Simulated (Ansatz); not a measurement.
Steps of a relaxation of `O[SiH](O)C[SiH](F)F` with RKS PBE0-D4/def2-TZVP.

```sh
$ ansatz run in.yaml --threads 2 --pin off --events-out ev --progress --plain --max-ram 32768MiB --backend cuda --devices 0, --max-vram 18GiB
```

```yaml
crystal:
  periodic: [false, false, false]
  atoms:
    - {symbol: O, position_ang: [-0.196030, 1.598160, -2.070710]}
    - {symbol: Si, position_ang: [0.053300, 1.123570, -0.543820]}
    - {symbol: O, position_ang: [-1.236660, 1.601900, 0.321000]}
    - {symbol: C, position_ang: [0.225760, -0.769150, -0.589440]}
    - {symbol: Si, position_ang: [0.452300, -1.492080, 1.121270]}
    - {symbol: F, position_ang: [-0.558930, -0.759320, 2.141220]}
    - {symbol: F, position_ang: [-0.080110, -3.001540, 1.209210]}
    - {symbol: H, position_ang: [-0.658560, 2.413070, -2.242750]}
    - {symbol: H, position_ang: [1.264000, 1.740850, -0.002870]}
    - {symbol: H, position_ang: [-1.401750, 1.231170, 1.182870]}
    - {symbol: H, position_ang: [1.057060, -1.041150, -1.233950]}
    - {symbol: H, position_ang: [-0.667540, -1.193030, -1.050520]}
    - {symbol: H, position_ang: [1.747160, -1.452430, 1.758500]}
basis:
  gaussian: {orbitals: def2-TZVP}
hamiltonian: {xc: pbe0, dispersion: d4}
relax: {f_tol: 0.005, max_steps: 150}
```

Positions (Å) and forces (eV/Å) along the path, 11 of 13 steps:

```xyz
13
step=1 energy=-26412.8964 eV
O    -0.196    1.598   -2.071    0.092   -0.102   -0.507
Si    0.053    1.124   -0.544   -0.120   -0.818   -0.100
O    -1.237    1.602    0.321   -0.304    0.208   -0.056
C     0.226   -0.769   -0.589    0.153    0.429    0.911
Si    0.452   -1.492    1.121   -1.468   -0.458   -0.246
F    -0.559   -0.759    2.141    0.228    0.269   -0.258
F    -0.080   -3.002    1.209    0.348    0.222   -0.277
H    -0.659    2.413   -2.243   -0.108    0.236   -0.004
H     1.264    1.741   -0.003    0.421    0.093    0.180
H    -1.402    1.231    1.183   -0.018   -0.158    0.310
H     1.057   -1.041   -1.234    0.323   -0.017   -0.085
H    -0.668   -1.193   -1.051   -0.209   -0.005    0.084
H     1.747   -1.452    1.758    0.660    0.100    0.047
13
step=2 energy=-26412.9791 eV
O    -0.202    1.591   -2.086    0.014   -0.025   -0.292
Si    0.043    1.119   -0.550    0.121   -0.459    0.129
O    -1.249    1.592    0.323   -0.236    0.127    0.023
C     0.234   -0.755   -0.561   -0.043    0.181    0.366
Si    0.425   -1.500    1.122   -0.610   -0.178    0.007
F    -0.566   -0.739    2.138    0.190    0.067   -0.165
F    -0.092   -3.012    1.184    0.240    0.250   -0.163
H    -0.656    2.414   -2.259   -0.015    0.066    0.040
H     1.280    1.718    0.000    0.113    0.082    0.031
H    -1.404    1.220    1.191    0.055   -0.061    0.058
H     1.083   -1.027   -1.193    0.072   -0.022   -0.006
H    -0.666   -1.177   -1.017   -0.067   -0.020   -0.046
H     1.768   -1.445    1.708    0.165   -0.007    0.019
13
step=3 energy=-26412.9995 eV
O    -0.195    1.570   -2.090   -0.029    0.008   -0.132
Si    0.041    1.109   -0.544    0.091   -0.026    0.066
O    -1.261    1.588    0.322   -0.129    0.066    0.034
C     0.221   -0.748   -0.541   -0.040    0.014   -0.031
Si    0.411   -1.496    1.120   -0.092   -0.123    0.169
F    -0.562   -0.730    2.142    0.106   -0.006   -0.057
F    -0.077   -3.011    1.150    0.087    0.100   -0.048
H    -0.635    2.403   -2.266    0.030   -0.007    0.052
H     1.282    1.726    0.003   -0.040   -0.009   -0.009
H    -1.407    1.223    1.197    0.063   -0.014   -0.034
H     1.082   -1.023   -1.162   -0.020   -0.015    0.003
H    -0.678   -1.168   -1.010    0.033    0.022   -0.018
H     1.779   -1.443    1.677   -0.060   -0.009    0.005
13
step=4 energy=-26412.9977 eV rejected
O    -0.205    1.555   -2.094    0.136   -0.255    0.017
Si    0.028    1.111   -0.539    0.174   -0.068   -0.231
O    -1.278    1.608    0.310    0.002    0.042   -0.103
C     0.203   -0.747   -0.538    0.006    0.040    0.032
Si    0.411   -1.497    1.122    0.000   -0.121    0.110
F    -0.558   -0.746    2.154   -0.009    0.061   -0.020
F    -0.047   -3.019    1.146    0.022    0.009   -0.039
H    -0.597    2.409   -2.248   -0.126    0.320   -0.090
H     1.271    1.725    0.004   -0.036    0.007    0.019
H    -1.375    1.213    1.174   -0.135   -0.052    0.326
H     1.064   -1.023   -1.157   -0.011    0.021   -0.002
H    -0.692   -1.161   -1.016   -0.005   -0.011    0.017
H     1.775   -1.428    1.684   -0.018    0.008   -0.035
13
step=6 energy=-26413.0054 eV
O    -0.209    1.557   -2.100    0.023   -0.077    0.008
Si    0.027    1.107   -0.547    0.003   -0.020   -0.002
O    -1.284    1.586    0.313    0.001    0.039   -0.070
C     0.213   -0.748   -0.535   -0.001    0.000   -0.031
Si    0.412   -1.502    1.125   -0.012    0.002    0.017
F    -0.552   -0.736    2.150    0.015    0.003    0.011
F    -0.058   -3.019    1.140    0.012   -0.005   -0.012
H    -0.592    2.419   -2.263   -0.015    0.077   -0.009
H     1.260    1.733    0.003   -0.008    0.015    0.002
H    -1.385    1.239    1.200   -0.008   -0.025    0.073
H     1.072   -1.024   -1.157   -0.003   -0.001    0.004
H    -0.682   -1.167   -1.010    0.002   -0.002    0.006
H     1.778   -1.444    1.681   -0.007   -0.006    0.004
13
step=7 energy=-26413.0010 eV rejected
O    -0.234    1.532   -2.108   -0.144    0.616   -0.115
Si   -0.009    1.096   -0.549   -0.002    0.014   -0.011
O    -1.338    1.562    0.290    0.006   -0.095    0.369
C     0.202   -0.756   -0.535   -0.034   -0.016    0.010
Si    0.424   -1.511    1.124    0.034    0.018    0.027
F    -0.522   -0.753    2.170   -0.003   -0.010   -0.018
F    -0.029   -3.033    1.132   -0.022   -0.003   -0.001
H    -0.470    2.460   -2.271    0.153   -0.618    0.089
H     1.202    1.753    0.015    0.004   -0.002    0.015
H    -1.380    1.317    1.225   -0.003    0.078   -0.351
H     1.056   -1.031   -1.166   -0.005    0.015    0.004
H    -0.697   -1.184   -0.996    0.012   -0.001    0.004
H     1.795   -1.452    1.668    0.003    0.006   -0.022
13
step=8 energy=-26413.0072 eV
O    -0.217    1.545   -2.103    0.000   -0.009   -0.003
Si    0.011    1.104   -0.546   -0.005   -0.010    0.007
O    -1.306    1.582    0.304   -0.004    0.006   -0.007
C     0.203   -0.750   -0.533    0.012    0.007   -0.006
Si    0.420   -1.506    1.125   -0.009    0.005    0.008
F    -0.533   -0.745    2.164    0.008    0.000    0.001
F    -0.044   -3.026    1.137    0.004    0.001   -0.004
H    -0.530    2.435   -2.272    0.008    0.011   -0.005
H     1.236    1.741    0.012   -0.004    0.004    0.001
H    -1.396    1.265    1.204    0.000   -0.006    0.012
H     1.060   -1.023   -1.160   -0.002   -0.004   -0.004
H    -0.694   -1.173   -1.001   -0.005   -0.004    0.000
H     1.791   -1.449    1.668   -0.002   -0.001   -0.001
13
step=9 energy=-26413.0072 eV
O    -0.228    1.535   -2.105   -0.057    0.263   -0.044
Si   -0.007    1.099   -0.545   -0.004   -0.002    0.006
O    -1.332    1.571    0.298    0.000   -0.019    0.051
C     0.196   -0.753   -0.533   -0.006   -0.003    0.007
Si    0.427   -1.507    1.125    0.008    0.001   -0.012
F    -0.513   -0.746    2.174    0.001   -0.003   -0.002
F    -0.034   -3.027    1.138   -0.004    0.004    0.007
H    -0.460    2.454   -2.280    0.065   -0.257    0.042
H     1.209    1.746    0.021   -0.001    0.006   -0.001
H    -1.406    1.282    1.212    0.006    0.010   -0.055
H     1.047   -1.025   -1.167   -0.003    0.005    0.004
H    -0.704   -1.181   -0.992   -0.006   -0.004    0.000
H     1.804   -1.450    1.654    0.001   -0.001    0.000
13
step=10 energy=-26413.0082 eV
O    -0.225    1.538   -2.103    0.001   -0.006    0.001
Si   -0.010    1.101   -0.543   -0.005    0.003   -0.006
O    -1.336    1.567    0.299   -0.005    0.000   -0.001
C     0.193   -0.752   -0.532   -0.003   -0.005    0.005
Si    0.431   -1.506    1.124   -0.005    0.004   -0.002
F    -0.502   -0.739    2.177    0.004    0.000    0.001
F    -0.041   -3.023    1.143    0.002    0.002    0.001
H    -0.446    2.453   -2.286    0.000    0.002    0.001
H     1.203    1.751    0.024    0.009    0.001    0.005
H    -1.414    1.268    1.208   -0.001   -0.003    0.000
H     1.043   -1.022   -1.169    0.003   -0.001   -0.006
H    -0.707   -1.181   -0.989    0.003    0.004    0.003
H     1.810   -1.456    1.647   -0.004   -0.001   -0.003
13
step=11 energy=-26413.0083 eV
O    -0.218    1.540   -2.102   -0.001    0.003   -0.001
Si   -0.011    1.100   -0.542   -0.003   -0.009    0.002
O    -1.342    1.565    0.295    0.003   -0.001   -0.003
C     0.190   -0.753   -0.533    0.001    0.006    0.006
Si    0.433   -1.504    1.124    0.002    0.001   -0.005
F    -0.494   -0.734    2.178    0.001    0.001    0.001
F    -0.040   -3.021    1.149    0.001    0.001    0.000
H    -0.438    2.455   -2.284    0.001    0.000    0.000
H     1.200    1.746    0.034    0.001    0.002    0.001
H    -1.420    1.266    1.204   -0.002    0.000    0.000
H     1.038   -1.023   -1.173   -0.002   -0.003    0.000
H    -0.713   -1.181   -0.987    0.001    0.001    0.000
H     1.815   -1.454    1.639   -0.002   -0.001   -0.001
13
step=13 energy=-26413.0083 eV
O    -0.210    1.542   -2.102    0.000    0.001    0.000
Si   -0.014    1.099   -0.541   -0.001   -0.003    0.001
O    -1.351    1.561    0.289    0.003   -0.002    0.001
C     0.186   -0.754   -0.533    0.000    0.000   -0.001
Si    0.438   -1.504    1.123   -0.001    0.001   -0.001
F    -0.480   -0.727    2.182    0.001   -0.001    0.000
F    -0.040   -3.018    1.154    0.000    0.000    0.000
H    -0.423    2.459   -2.284    0.000    0.000    0.000
H     1.192    1.744    0.045   -0.001    0.002    0.000
H    -1.432    1.263    1.198   -0.001    0.002   -0.001
H     1.030   -1.026   -1.178    0.000    0.000    0.000
H    -0.719   -1.181   -0.982   -0.001    0.000    0.000
H     1.823   -1.457    1.629    0.000    0.000    0.001
```

It took 27 s on 2 threads of an AMD EPYC 7R13 on a shared host and a share of an NVIDIA H100 80 GB, with 0.92 GiB of host memory at the peak.
